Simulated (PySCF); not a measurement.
Method: PySCF 2.14.0 with ωB97X-D3(BJ)/def2-TZVP // PBE0-D3(BJ)/def2-TZVP. Gas-phase values, no solvent. 

Reference species (SMILES): `C1OC=1` (neutral, multiplicity 1).

* **HOMO–LUMO gap**: 10.23 eV
* **HOMO**: -8.34 eV

Changed species: `C#CO`.

Give the shifts of the HOMO–LUMO gap and HOMO.

the HOMO–LUMO gap increases by 1.87 eV, to 12.10 eV; the HOMO decreases by 1.41 eV, to -9.75 eV.
